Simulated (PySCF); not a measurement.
## First hyperpolarisability: SMILES [SiH3]/C1=C\CCCCCC1, C8H16Si

Molfile (atoms numbered from 1):
```
C8H16Si
     RDKit          3D

 25 25  0  0  0  0  0  0  0  0999 V2000
    2.1908   -0.3013    1.1169 Si  0  0  0  0  0  4  0  0  0  0  0  0
    1.1783   -0.4660   -0.4569 C   0  0  0  0  0  0  0  0  0  0  0  0
    0.7078    0.5837   -1.1558 C   0  0  0  0  0  0  0  0  0  0  0  0
    0.3858    1.9099   -0.5738 C   0  0  0  0  0  0  0  0  0  0  0  0
   -1.1053    1.8048   -0.1703 C   0  0  0  0  0  0  0  0  0  0  0  0
   -1.5060    0.5390    0.6068 C   0  0  0  0  0  0  0  0  0  0  0  0
   -1.7263   -0.7814   -0.1821 C   0  0  0  0  0  0  0  0  0  0  0  0
   -0.7216   -1.9345   -0.0117 C   0  0  0  0  0  0  0  0  0  0  0  0
    0.6030   -1.8110   -0.7959 C   0  0  0  0  0  0  0  0  0  0  0  0
    2.9362    0.9926    1.1615 H   0  0  0  0  0  0  0  0  0  0  0  0
    1.3728   -0.4028    2.3705 H   0  0  0  0  0  0  0  0  0  0  0  0
    3.1787   -1.4254    1.1499 H   0  0  0  0  0  0  0  0  0  0  0  0
    0.1897    0.3660   -2.1032 H   0  0  0  0  0  0  0  0  0  0  0  0
    0.5203    2.7511   -1.2733 H   0  0  0  0  0  0  0  0  0  0  0  0
    0.9978    2.1155    0.3201 H   0  0  0  0  0  0  0  0  0  0  0  0
   -1.3683    2.6921    0.4303 H   0  0  0  0  0  0  0  0  0  0  0  0
   -1.7239    1.8673   -1.0833 H   0  0  0  0  0  0  0  0  0  0  0  0
   -0.7870    0.3670    1.4262 H   0  0  0  0  0  0  0  0  0  0  0  0
   -2.4556    0.7814    1.1113 H   0  0  0  0  0  0  0  0  0  0  0  0
   -1.8491   -0.5575   -1.2565 H   0  0  0  0  0  0  0  0  0  0  0  0
   -2.7025   -1.1867    0.1309 H   0  0  0  0  0  0  0  0  0  0  0  0
   -0.4954   -2.0473    1.0637 H   0  0  0  0  0  0  0  0  0  0  0  0
   -1.2146   -2.8758   -0.3097 H   0  0  0  0  0  0  0  0  0  0  0  0
    0.3891   -1.8726   -1.8778 H   0  0  0  0  0  0  0  0  0  0  0  0
    1.2634   -2.6571   -0.5431 H   0  0  0  0  0  0  0  0  0  0  0  0
  1  2  1  0
  2  3  2  0
  3  4  1  0
  4  5  1  0
  5  6  1  0
  6  7  1  0
  7  8  1  0
  8  9  1  0
  9  2  1  0
  1 10  1  0
  1 11  1  0
  1 12  1  0
  3 13  1  0
  4 14  1  0
  4 15  1  0
  5 16  1  0
  5 17  1  0
  6 18  1  0
  6 19  1  0
  7 20  1  0
  7 21  1  0
  8 22  1  0
  8 23  1  0
  9 24  1  0
  9 25  1  0
M  END
```

Method: PySCF 2.14.0, quadratic response CAM-B3LYP/def2-SVPD first hyperpolarisability, Taylor convention, gas phase. Geometry: PBE0-D3(BJ)/def2-SVP.

Question: Give β for the processes computed.

Answer: In au, Taylor convention; the vector part is βᵢ = ⅓ Σⱼ (βᵢⱼⱼ + βⱼᵢⱼ + βⱼⱼᵢ); β∥ is 3/5 of the vector part along the dipole, the dipole points from − to +:
| process | λ (nm) | β vector norm | β∥ | β HRS | depolarisation ratio |
| --- | --- | --- | --- | --- | --- |
| static β(0;0,0) | ∞ | 133.6 | 79.6 | 56.0 | 4.80 |
| second harmonic β(−2ω;ω,ω) | 1907 | 138.5 | 82.5 | 58.2 | 4.78 |
| Pockels β(−ω;ω,0) | 1907 | 135.2 | 80.5 | – | – |
| second harmonic β(−2ω;ω,ω) | 1064 | 150.7 | 89.8 | 63.8 | 4.71 |
| Pockels β(−ω;ω,0) | 1064 | 138.9 | 82.7 | – | – |

Question: Which lowest excitations, dipole and polarisabilities go with it?

Answer: S1 5.75 eV (f = 0.152); S2 6.71 eV (f = 0.024); S3 6.80 eV (f = 0.042); dipole 1.36 D; isotropic α 119.4 au static, 119.7 au at 1907 nm, 120.5 au at 1064 nm, 120.7 au at 953.5 nm, 123.9 au at 532 nm.
